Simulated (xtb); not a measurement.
xtb input (GFN2-xTB):

```bash
xtb mol.xyz --gfn 2 --ohess tight --chrg -1 --uhf 0
```
mol.xyz:
```
7

O     -1.16881357     0.32192928    -1.29286530
B     -0.60921950    -0.01255831    -0.20021704
O     -1.21476513    -0.72841056     0.93152250
P      1.35611189     0.32776230     0.24647457
H     -2.12608455    -0.79024167     0.65575013
H      1.70369499    -0.92910501     0.89032039
H      1.90060485     0.00315586    -1.04690297
```

End of the output:

```
       1     83.83    -1.13275 ( 88.76%)    -0.90296 ( 11.24%)    -1.10693
       2    201.74    -0.63124 ( 99.62%)    -0.64309 (  0.38%)    -0.63128
   ------------------------------------------------------------------------

   temp. (K)  partition function   enthalpy   heat capacity  entropy
                                   cal/mol     cal/K/mol   cal/K/mol   J/K/mol
 298.15  VIB   10.5                 1860.572     12.638     10.818
         ROT  0.797E+05              888.752      2.981     25.410
         INT  0.833E+06             2749.324     15.619     36.228
         TR   0.651E+27             1481.254      4.968     38.914
         TOT                        4230.5781    20.5870    75.1418   314.3932

       T/K    H(0)-H(T)+PV         H(T)/Eh          T*S/Eh         G(T)/Eh
   ------------------------------------------------------------------------
    298.15    0.674186E-02    0.435262E-01    0.357023E-01    0.782392E-02
   ------------------------------------------------------------------------

         :::::::::::::::::::::::::::::::::::::::::::::::::::::
         ::                  THERMODYNAMIC                  ::
         :::::::::::::::::::::::::::::::::::::::::::::::::::::
         :: total free energy         -13.690067897811 Eh   ::
         ::.................................................::
         :: total energy              -13.697891819543 Eh   ::
         :: zero point energy           0.036784344844 Eh   ::
         :: G(RRHO) w/o ZPVE           -0.028960423112 Eh   ::
         :: G(RRHO) contrib.            0.007823921732 Eh   ::
         :::::::::::::::::::::::::::::::::::::::::::::::::::::
Note: The following floating-point exceptions are signalling: IEEE_UNDERFLOW_FLAG IEEE_DENORMAL
normal termination of xtb

optimized geometry written to: xtbopt.xyz

           -------------------------------------------------
          | TOTAL ENERGY              -13.697891819543 Eh   |
          | TOTAL ENTHALPY            -13.654365619398 Eh   |
          | TOTAL FREE ENERGY         -13.690067897811 Eh   |
          | GRADIENT NORM               0.000094646415 Eh/α |
          | HOMO-LUMO GAP               3.838718463788 eV   |
           -------------------------------------------------

------------------------------------------------------------------------
------------------------------------------------------------------------
 total:
 SCF:
 ANC optimizer:
 analytical hessian:
```

It need not be the lowest isomer of its formula. Whether it binds its extra electron was not tested at this geometry.
